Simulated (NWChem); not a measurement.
Species: CH3O2 cation; SMILES [OH2+]C=O

```xyz
6

O     -0.2757     1.2351    -0.0725
C      0.4625     0.3609    -0.0140
O     -0.1677    -1.0858     0.0368
H      1.5542     0.2066    -0.0011
H      0.3223    -1.8936     0.2929
H     -1.1415    -1.1597     0.1267
```
Atoms are numbered in this order, from 1.

Computed with NWChem. All runs use the structure optimised with PBE0/def2-SVP. Level: PBE/def2-SVP with COSMO at NWChem's default radii, gas-phase geometry; rows give the dielectric constant. Reactions with the solvent are ignored.

```csv
dielectric constant,electrostatic solvation energy (kcal/mol)
1.5,-26.3
11.7,-73.0
20.7,?
25.0,-76.7
78.4,-79.0
```

Problem. What belongs in the gaps?

Solution. 
- 20.7, electrostatic solvation energy (kcal/mol): -76.0
